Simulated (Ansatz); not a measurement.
Geometry optimisation, Ansatz 0.2.0, RKS BLYP/def2-SVP.

The input (input.yaml):

```yaml
crystal:
  periodic: [false, false, false]
  atoms:
    - { symbol: Ge, position_ang: [0.0, 0.0, 0.0] }
    - { symbol: Ge, position_ang: [0.0, 0.0, 2.75] }
    - { symbol: H, position_ang: [-1.3958, -0.4318, 3.2674] }
    - { symbol: H, position_ang: [1.0719, -0.9929, 3.2674] }
    - { symbol: H, position_ang: [0.324, 1.4247, 3.2674] }
    - { symbol: F, position_ang: [1.5842, 0.0, -0.5594] }
    - { symbol: O, position_ang: [-0.8337, 1.4443, -0.5894] }
    - { symbol: H, position_ang: [-1.7915, 1.2136, -0.8118] }
    - { symbol: F, position_ang: [-0.7913, -1.3709, -0.5594] }
    - { symbol: H, position_ang: [0.9656, -1.4663, 0.5833] }
    - { symbol: H, position_ang: [0.8523, -1.2942, 1.5485] }
basis:
  gaussian: { orbitals: def2-SVP }
hamiltonian:
  xc: blyp
relax:
  f_tol: 0.15
  max_steps: 25
  restrain:
    - { distance: [0, 9], at: 1.55, k: 30.0 }
    - { distance: [10, 1], at: 1.55, k: 30.0 }
    - { distance: [0, 1], at: 3.6, k: 30.0 }
    - { distance: [10, 9], at: 1.86, k: 30.0 }
```

Command:

```bash
$ ansatz run input.yaml --threads 4 --pin off --max-ram 5120MiB --backend cpu --events-out ev --progress --plain --runs-dir out
```

Problem. Where does it end, and by what steps?

Solution. The forces met the threshold. The restraints hold the end off the free minimum; the threshold counts their pulls, which the force column leaves out. Restrained pairs: Ge1–H10 (1.85 → 1.54 Å), Ge2–H11 (1.96 → 1.55 Å), Ge1–Ge2 (2.75 → 3.62 Å), H10–H11 (0.99 → 1.87 Å). After 14 steps the energy has fallen by 2.786 eV (the restraints' own energy left out); F9 moved furthest, 1.42 Å.

| step | energy less start (eV) | largest force component (eV/Å) | accepted |
| --- | --- | --- | --- |
| 0 | 0.0000 | 4.352 | yes |
| 1 | 2.2744 | 5.058 | yes |
| 2 | 2.9340 | 3.593 | yes |
| 3 | 1.5677 | 2.949 | yes |
| 4 | 0.0206 | 1.823 | yes |
| 5 | -1.0540 | 1.106 | yes |
| 6 | -1.7055 | 1.061 | yes |
| 7 | -2.0814 | 1.144 | yes |
| 8 | -2.3064 | 1.030 | yes |
| 9 | -2.4915 | 1.019 | yes |
| 10 | -2.6256 | 0.801 | yes |
| 11 | -2.7213 | 0.613 | yes |
| 12 | -2.7807 | 0.567 | yes |
| 13 | -2.7783 | 0.580 | no |
| 14 | -2.7864 | 0.535 | yes |

```xyz
11
Properties=species:S:1:pos:R:3
Ge 0.115 -0.466 -0.541
Ge 0.206 -0.091 3.057
H -1.292 -0.480 3.021
H 0.809 -0.563 4.413
H 0.402 1.435 2.921
F 1.505 0.341 -1.239
O -0.833 0.738 0.367
H -1.585 1.072 -0.161
F -0.883 -0.942 -1.905
H 0.585 -1.671 0.297
H 0.957 -0.847 1.934
```

Run time: 22 s on 4 threads of Arm Neoverse V2 (shared host), peak memory 0.2 GiB.
